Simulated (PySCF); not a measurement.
**[Sc(Cl)2(NH2)] (charge 0, multiplicity 1)**

Calculation: TPSSh-D3(BJ)/def2-TZVP // BP86-D3(BJ)/def2-SVP (PySCF 2.14.0).

```json
{
  "HOMO": "-7.29 eV",
  "dipole_moment": "2.90 D",
  "HOMO–LUMO gap": "4.51 eV",
  "LUMO": "-2.79 eV",
  "charge on the central atom (Mulliken)": "1.22 e",
  "charge on the central atom (meta-Löwdin)": "1.23 e",
  "total_energy": "-1737.3837 Ha",
  "cost": "around 2.8 core-minutes (rough)"
}
```

```xyz
6

Sc    -0.0462    -0.0108    -0.0540
Cl    -0.6112    -2.0203    -1.0240
Cl     2.0147     1.0118    -0.0592
N     -1.4606     0.9502     0.8622
H     -2.4419     0.6558     0.9614
H     -1.3527     1.8596     1.3329
```
